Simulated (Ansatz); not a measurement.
Al6N7H20⁺, a cluster cut from zinc blende AlN (hydrogen-capped), relaxed as a singlet with RKS PBE-D4/def2-SVP in Ansatz, starting from the GFN2-xTB geometry. Force threshold 0.03 eV/Å.

Start:

```csv
atom,x (Å),y (Å),z (Å)
N1,1.785,-0.916,1.897
N2,-1.953,-0.788,-2.317
N3,1.530,-0.315,-1.000
N4,-0.831,-1.466,0.423
N5,-0.640,0.803,2.438
N6,-0.856,1.419,-0.527
N7,1.765,1.898,0.966
Al8,-1.275,-2.270,-1.273
Al9,1.033,-1.716,0.242
Al10,1.289,0.835,2.480
Al11,-1.314,1.038,-2.361
Al12,1.004,1.542,-0.836
Al13,-1.541,0.244,0.778
H14,2.797,-0.985,1.762
H15,1.591,-1.603,2.632
H16,-2.913,-0.681,-1.954
H17,-2.082,-1.104,-3.283
H18,2.474,-0.431,-1.380
H19,0.900,-0.576,-1.776
H20,-1.220,-2.130,1.100
H21,-0.995,0.200,3.185
H22,-1.007,1.730,2.671
H23,-1.260,2.349,-0.376
H24,2.777,1.877,0.810
H25,1.569,2.886,1.149
H26,0.147,-2.658,-1.906
H27,-2.428,-3.273,-1.065
H28,1.666,-3.094,0.284
H29,1.819,1.281,3.822
H30,0.101,1.005,-3.114
H31,-2.494,1.939,-2.778
H32,1.622,2.677,-1.628
H33,-3.057,0.285,0.937
```

Question: Estimate the energy that the relaxation releases and the steps that it takes.

Answer: 64.9 kJ/mol, in 6 steps; 14 s on 2 threads of AMD EPYC 7R13 on a shared host and a share (18 GiB) of an NVIDIA H100 80GB HBM3. No frequencies were taken in this run, so the end may be a saddle point.

Question: Does the start keep its bonding and symmetry?

Answer: By distances, no bond broke or formed. The bond that changes most is Al10–H29, from 1.51 to 1.59 Å (atoms count from 1). Point group Cs at the start, Cs at the end, both within 0.05 Å.

Question: Predict the relaxed structure.

Answer: 
```xyz
33

N     1.7945   -0.9430    1.9422
N    -2.3197   -0.7682   -2.2559
N     1.7188   -0.3153   -1.0015
N    -0.8017   -1.4796    0.3879
N    -0.6574    0.8074    2.4574
N    -0.8292    1.4052   -0.5662
N     1.7680    1.9449    0.9859
Al   -1.3854   -2.2452   -1.3445
Al    1.0894   -1.7024    0.2228
Al    1.2872    0.8422    2.5081
Al   -1.4163    0.9768   -2.4098
Al    1.0586    1.5173   -0.8430
Al   -1.5313    0.2379    0.7634
H     2.8261   -1.0288    1.9305
H     1.5364   -1.6222    2.6797
H    -3.2791   -0.6547   -1.8850
H    -2.4782   -1.0909   -3.2274
H     2.7516   -0.3198   -1.0457
H     1.4330   -0.6310   -1.9482
H    -1.1753   -2.1435    1.0888
H    -1.0156    0.2096    3.2227
H    -1.0295    1.7382    2.7155
H    -1.2179    2.3496   -0.3972
H     2.7982    2.0225    0.9188
H     1.4961    2.9259    1.1739
H     0.0704   -2.3448   -2.0619
H    -2.3365   -3.5035   -1.1315
H     1.7302   -3.1476    0.1059
H     1.9009    1.3075    3.8961
H     0.0418    0.6536   -3.0526
H    -2.3904    2.0974   -2.9834
H     1.6758    2.6179   -1.8023
H    -3.1134    0.2865    0.9562
```
Bond lengths (bridged metal pairs left out): 16 × Al–N 1.90 to 2.01 Å; 12 × H–N 1.03 to 1.04 Å; 8 × Al–H 1.59 to 1.63 Å.
